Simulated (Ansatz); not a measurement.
Species: [Zn(Cl)(H)] (charge 0, multiplicity 1), formula HClZn.

How many basis functions does Ansatz (an electronic-structure program) with frozen-core CCSD(T)/def2-TZVPP // BP86-D3(BJ)/def2-SVP use, how many core orbitals are frozen, and how many electrons are correlated?

120 basis functions and 10 frozen orbitals, which leaves 28 correlated electrons. Core time is of the order of seconds.
